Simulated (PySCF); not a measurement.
# Run times: scandium in aug-cc-pVDZ

Measured wall times of calculations with PySCF 2.14 in aug-cc-pVDZ, with the non-relativistic Hamiltonian (point nucleus), run from one Python driver. Hardware: 1 thread of AMD EPYC 7R43 64-Core Processor on a shared host, 1.3 GiB allowed. The two-electron integrals over 59 functions were computed once and kept in memory (1.6 CPU seconds with the set-up); the times below exclude them. Kohn-Sham runs start from converged Hartree-Fock orbitals.

Launch command (the driver calls PySCF for each step listed in the task file):

```bash
OMP_NUM_THREADS=1 python atomrun2.py TASK.json OUT
```

```tsv
species	step	iterations	wall time (s)
Sc [Ar] 3d1 4s2	UHF	10	0.64
Sc [Ar] 3d1 4s2	LDA	10	0.95
Sc [Ar] 3d1 4s2	MP2 (3 electrons)		0.07
Sc⁺ [Ar] 3d1 4s1	UHF	8	0.52
Sc⁺ [Ar] 3d1 4s1	M06-L	9	3.4
Sc⁺ [Ar] 3d1 4s1	LDA	5	0.63
Sc⁺ [Ar] 3d1 4s1	MP2 (2 electrons)		0.03
```

Peak memory of the process: 0.24 GiB. Times on a shared host vary from run to run.
